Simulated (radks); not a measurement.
Br-, 36 electrons, occupied as [Kr].

Calculated with a radial shooting solver on a logarithmic mesh with Libxc functionals: scalar-relativistic Kohn-Sham, r2SCAN, spin-unpolarised, spherical densities, finite nucleus; meta-GGA in the generalised Kohn-Sham scheme; Fermi nuclear charge, rms radius 4.1629 fm; Watson sphere of charge +1 and radius 5.19 bohr.

Energy parts (Ry; the electron-nucleus part includes the sphere):
part                        energy
total                  -5227.83222
kinetic                 5326.87705
electron-nucleus      -12609.43726
Hartree                 2240.24826
exchange-correlation    -185.52027

Orbitals (lengths in bohr, moments of r in powers of bohr; r(max) is where P^2 peaks):
orbital  occ.  eigenvalue (Ry)   r(max)      <r>       <r^4>   <1/r>
1s          2        -981.1013  0.02792  0.04275  0.00001565   35.65
2s          2        -128.1041   0.1591   0.1893    0.003098   7.914
2p          6        -112.7917   0.1275   0.1654    0.002254   7.729
3s          2        -17.64955   0.4833   0.5502      0.1924   2.599
3p          6        -12.75537   0.4810   0.5633      0.2340   2.442
3d         10         -4.69661   0.4328   0.5903      0.4113   2.151
4s          2         -1.27223    1.430    1.722       20.07  0.7727
4p          6         -0.38091    1.705    2.285       82.25  0.5876

The highest occupied level is 4p at -5.183 eV. The density falls to 0.001 e/bohr^3 at r = 4.55 bohr.
